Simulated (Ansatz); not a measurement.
Stepwise reaction of `C[N]=[W](=[O])([OH])[OH]` with hydrogen chloride, as a gas-phase model of exchange steps in deposition or etching. ΔE in kJ/mol; ΔG adds harmonic PBE0-D4 terms to CCSD(T)/CBS, at 1 bar.

Isolated molecules relaxed with PBE0-D4/def2-TZVP in Ansatz; ΔE leaves out vibrations. CBS: MP2 limit from def2 TZ/QZ plus the TZ coupled-cluster correction, frozen cores. This one scheme is used for every species. Functionals use def2-TZVPP. B3LYP here is the variant with VWN-RPA as its local correlation; programs differ in this. Elements past krypton have def2 core potentials. For W outer-core shells are correlated without core-valence functions, which leaves a few kJ/mol of doubt a bond. Each species was taken in one conformer, which may not be the lowest.

```tsv
step	reaction	PBE-D4	B3LYP-D4	ωB97M-V	CCSD(T)/CBS	ΔG(500 K)
1	`C[N]=[W](=[O])([OH])[OH]` + HCl → `C[N]=[W](=[O])([OH])[Cl]` + H₂O	-35.3	-33.0	-31.3	-39.5	-34.4
2	`C[N]=[W](=[O])([OH])[Cl]` + HCl → `C[N]=[W](=[O])([Cl])[Cl]` + H₂O	-29.0	-26.9	-24.8	-33.9	-29.8
```

Q: By hand: ΔE of the 2 steps together at CCSD(T)/CBS.

A: (-39.5) + (-33.9) = -73.4 kJ/mol, or -36.7 kJ/mol a step.

In ΔE each step is higher than the one before. All are downhill at CCSD(T)/CBS. ΔG lies between -34.4 and -29.8 kJ/mol a step. PBE-D4 differs from CCSD(T)/CBS by 4.2 to 4.9 kJ/mol a step. Only this route is followed, and other bonds may react first. Isolated molecules leave out the surface, adducts and barriers. Largest T1 diagnostic: 0.021.
